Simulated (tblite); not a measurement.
Compound: C7H8ClFSi.
Numbering: `[CH:1]#[C:2][C@@:3]1([Cl:4])[C:5]([SiH2:6][F:7])=[CH:8][C@H:9]1[CH3:10]` (hydrogens: H11 on C1; H12, H13 on Si6; H14 on C8; H15 on C9; H16, H17, H18 on C10)

Structure used (GFN2-xTB), in Å, numbered top down from 1:
```
atom  x, y, z in Å
C1    -0.1084    2.4467    1.4042
C2     0.1211    1.5963    0.5920
C3     0.4139    0.5827   -0.3785
Cl4    1.6509    1.2246   -1.5214
C5     0.7564   -0.7910    0.1671
Si6    2.1958   -1.3471    1.2188
F7     1.8082   -2.8201    1.7472
C8    -0.3091   -1.3577   -0.4135
C9    -0.8013   -0.1048   -1.0853
C10   -2.1873    0.3880   -0.7083
H11   -0.3180    3.1888    2.1153
H12    2.3397   -0.5257    2.4111
H13    3.4090   -1.5295    0.4372
H14   -0.7076   -2.3551   -0.4059
H15   -0.6820   -0.1158   -2.1712
H16   -2.3415    1.4001   -1.0752
H17   -2.9410   -0.2637   -1.1447
H18   -2.3075    0.3896    0.3727
```

Computed values, GFN2-xTB/tblite, gas phase, harmonic and unscaled. The method is semi-empirical: single wavenumbers can be off by several per cent or more. Modes of hydrogen on silicon can be 10 to 20 % off. One conformer, not necessarily the lowest.

Harmonic wavenumbers (cm⁻¹): 29.9, 72.4, 81.6, 101.8, 125.9, 144.0, 191.6, 194.6, 235.9, 288.7, 362.3, 422.6, 455.1, 466.9, 490.6, 547.0, 565.2, 600.0, 658.4, 666.8, 716.9, 759.2, 808.3, 813.4, 865.1, 877.3, 946.9, 1029.5, 1046.0, 1096.8, 1130.7, 1169.7, 1213.5, 1227.5, 1303.3, 1403.4, 1484.1, 1492.0, 1644.9, 2271.7, 2324.4, 2341.9, 2952.1, 3034.6, 3038.1, 3042.9, 3130.9, 3396.0.

A = 1255, B = 684.1, C = 619.5 MHz; mass 174.007 u (most abundant isotopes); point group C1, symmetry number 1.

Question: Zero-point energy?

Answer: ½Σν̃ = 26631 cm⁻¹ = 318.58 kJ/mol.

Question: Entropy at 298.15 K, 1 bar (ideal gas, RRHO, classical rotation)?

Answer: Translation 173.20, rotation 128.78, vibration 162.86: S = 464.8 J/(mol K).

Question: And Cp and H(298.15 K) − H(0)?

Answer: Cp = 190.03 J/(mol K), of which vibrations give 156.78 (their classical limit is 48 R = 399.1); H(298.15 K) − H(0) = 34.76 kJ/mol without the zero-point energy, 24.85 from vibrations.

Question: What must be added to the electronic energy to get the Gibbs energy at 298.15 K and 1 bar?

Answer: ZPE + [H(298.15 K) − H(0)] − T·S = 318.58 + 34.76 − 138.59 = 214.75 kJ/mol.

Question: How do the functions run with temperature in this model?

Answer: 
```
T (K)  S (J/(mol K))  Cp (J/(mol K))  H − H(0) (kJ/mol)  G − H(0) (kJ/mol)  ln q(vib)
  100          317.5            94.5               6.33             -25.42       2.62
  200          398.5           144.5              18.30             -61.39       6.20
  300          466.0           190.8              35.12            -104.69       9.63
  500          581.0           259.9              80.72            -209.78      16.07
  800          717.6           320.1             168.62            -405.46      24.69
 1000          791.9           345.4             235.32            -556.60      29.78
```

q(vib) and H(0) count from the zero-point level.

Question: Which modes carry the vibrational entropy at 298.15 K?

Answer: 29.9 cm⁻¹: 24.42; 72.4 cm⁻¹: 17.10; 81.6 cm⁻¹: 16.12; 101.8 cm⁻¹: 14.31; 125.9 cm⁻¹: 12.58; 144.0 cm⁻¹: 11.51 J/(mol K); the other 42 give 66.82 together.

Question: Blend soft modes into free rotors: weight 1/[1 + (100 cm⁻¹/ν̃)⁴] for the oscillator and the rest for a rotor with moment μB/(μ + B), μ = h/(8π²ν), B = 10⁻⁴⁴ kg m². What vibrational entropy results?

Answer: 148.42 J/(mol K) in place of 162.86, which changes −T·S at 298.15 K by +4.30 kJ/mol.

Hindered rotation and anharmonicity are outside this model. Other conformers, if any are populated, would add a mixing term that is left out. The structure is chiral; the term R ln 2 for an equal mix with its mirror image is left out.
